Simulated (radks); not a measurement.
Values are calculated unless marked as measured or tabulated.
Neutral nitrogen inside a hard spherical wall (all orbitals vanish at R), configuration held at [He] 2s2 2p3 and not refilled when levels cross. Level of theory: scalar-relativistic Kohn-Sham, PBE, spin-polarised, spherical densities, finite nucleus; open shells are filled with parallel spins first; Fermi nuclear charge, rms radius 2.5582 fm (a radial shooting solver on a logarithmic mesh with Libxc functionals). Eigenvalues in eV for spin up, with the zero of energy where the potential of the charges vanishes at infinity; a dash marks a level that is unbound or too diffuse for the functional's potential to be trusted. A positive occupied level is held by the wall or, in an anion where self-interaction has pushed it up, behind a barrier. The pressure on the wall is -dE/dV.

R (bohr),E (hartree),kinetic (hartree),e(1s),e(2s),e(2p),"e(3s, empty)","e(3p, empty)",pressure (GPa)
free,-54.56778,54.474,-384.18,-19.877,-8.299,-,-,0
20,-54.56778,54.474,-384.18,-19.877,-8.299,-,-,< 0.0001
6,-54.56583,54.490,-383.99,-19.752,-8.164,3.379,6.287,0.203
4,-54.51552,54.778,-381.71,-18.345,-6.536,15.358,19.705,13.2
3.5,-54.44219,55.127,-379.45,-16.947,-4.906,24.144,28.515,42.9
3,-54.25487,55.903,-375.08,-14.108,-1.656,39.866,43.433,152
2.5,-53.75174,57.662,-366.61,-7.962,5.068,70.154,70.643,603
2,-52.30104,61.825,-350.17,6.753,19.895,134.68,125.38,2820
